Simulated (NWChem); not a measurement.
# CH$_{7}$NSi; SMILES NC[SiH3]

```xyz
10

N      0.4022    -1.6167     0.0742
C     -0.6412    -0.6104    -0.0249
Si     0.1189     1.1235     0.0173
H      0.0073    -2.5526     0.1424
H      0.9873    -1.6119    -0.7588
H     -1.3167    -0.6965    -0.9045
H     -1.2970    -0.6801     0.8609
H     -0.9393     2.1583    -0.2075
H      1.1394     1.2493    -1.0717
H      0.7866     1.3835     1.3272
```
Atoms are numbered in this order, from 1.

Program: NWChem. Geometry: optimised at PBE0/def2-SVP. B3LYP is NWChem's, with the RPA form of VWN correlation.

For level B3PW91/def2-SVP:

```yaml
orbital gap (eV): 7.55
```

Problem. How do the values read with level B3LYP/def2-SVP instead?

Solution. The orbital gap (eV) comes out as 7.36.
